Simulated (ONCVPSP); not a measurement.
## Reading a pseudo-wave (oxygen (O))

Columns: radius, all-electron u(r) and pseudo u(r) of the 2p shell (level -65.05 eV) of oxygen in the configuration [He] 2s2 2p1; LDA (Perdew-Wang 92), scalar-relativistic, ONCV scheme, ONCVPSP 4.0.1.

```csv
r (bohr),all-electron,pseudo
0.080,0.0951,0.0353
0.160,0.2841,0.1359
0.240,0.4854,0.2867
0.320,0.6632,0.4666
0.400,0.8041,0.6513
0.480,0.9057,0.8186
0.560,0.9705,0.9512
0.640,1.0030,1.0389
0.720,1.0088,1.0798
0.800,0.9935,1.0782
0.880,0.9619,1.0430
0.960,0.9187,0.9853
1.040,0.8675,0.9152
1.120,0.8114,0.8410
1.200,0.7527,0.7683
1.280,0.6933,0.6998
1.360,0.6347,0.6365
1.440,0.5780,0.5781
1.520,0.5237,0.5237
1.600,0.4726,0.4725
1.680,0.4247,0.4247
1.760,0.3804,0.3804
1.840,0.3396,0.3396
1.920,0.3023,0.3023
2.000,0.2685,0.2684
2.080,0.2378,0.2378
```

**Question.** How many radial nodes do the two functions have?

**Answer.** The all-electron 2p function has n − l − 1 = 0; the pseudo-wave has 0.

**Question.** At about which radius was the pseudo-wave matched?

**Answer.** 1.50 bohr, where the columns begin to agree (steps of 0.08 bohr).

**Question.** Is the pseudo-wave norm-conserving?

**Answer.** Yes: the ONCV scheme keeps the norm inside the radius equal to the all-electron one, which fixes the energy derivative of the logarithmic derivative at the level.
